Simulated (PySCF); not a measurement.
## Orbital picture of SrO

BLYP at R = 1.964 Å; Sr def2-SVPD with ECP28, O def2-SVPD; scalar-relativistic core potentials (PySCF 2.14). State: ¹Σ⁺ (singlet), closed shell. Only the outer orbitals are listed, counted within each symmetry, core potentials removing the inner ones.

```json
{"orbital": "2σ", "occ.": "2", "ε (eV)": "-39.27", "on Sr (%)": "99", "main shells (%)": "98 Sr s"}
{"orbital": "3σ", "occ.": "2", "ε (eV)": "-21.73", "on Sr (%)": "80", "main shells (%)": "80 Sr p, 18 O s"}
{"orbital": "1π", "occ.": "2", "ε (eV)": "-21.14", "on Sr (%)": "100", "main shells (%)": "100 Sr p"}
{"orbital": "1π", "occ.": "2", "ε (eV)": "-21.14", "on Sr (%)": "100", "main shells (%)": "100 Sr p"}
{"orbital": "4σ", "occ.": "2", "ε (eV)": "-16.27", "on Sr (%)": "26", "main shells (%)": "74 O s, 20 Sr p"}
{"orbital": "2π", "occ.": "2", "ε (eV)": "-3.81", "on Sr (%)": "16", "main shells (%)": "84 O p, 15 Sr d"}
{"orbital": "2π", "occ.": "2", "ε (eV)": "-3.81", "on Sr (%)": "16", "main shells (%)": "84 O p, 15 Sr d"}
{"orbital": "5σ", "occ.": "2", "ε (eV)": "-3.68", "on Sr (%)": "25", "main shells (%)": "69 O p, 13 Sr d, 11 Sr s"}
{"orbital": "6σ", "occ.": "0", "ε (eV)": "-2.42", "on Sr (%)": "93", "main shells (%)": "75 Sr s, 12 Sr p"}
{"orbital": "3π", "occ.": "0", "ε (eV)": "-0.73", "on Sr (%)": "96", "main shells (%)": "72 Sr p, 24 Sr d"}
{"orbital": "3π", "occ.": "0", "ε (eV)": "-0.73", "on Sr (%)": "96", "main shells (%)": "72 Sr p, 24 Sr d"}
```

Problem. Which are the highest filled and the lowest empty level, where do they sit, and how wide is the gap?

Solution. Highest filled 5σ at -3.68 eV (in %: 69 O p, 13 Sr d, 11 Sr s); lowest empty 6σ at -2.42 eV (in %: 75 Sr s, 12 Sr p); the gap at BLYP is 1.26 eV.

| Item | Value |
| --- | --- |
| bond order (Mayer) | 1.93 |
| ⟨S²⟩ | 0.000 |
| charge on Sr (Mulliken, basis-dependent) | 0.78 |
| charge on Sr (Löwdin, basis-dependent) | 1.05 |
| dipole moment (positive dipole means Sr(−)O(+)) | -7.86 D |
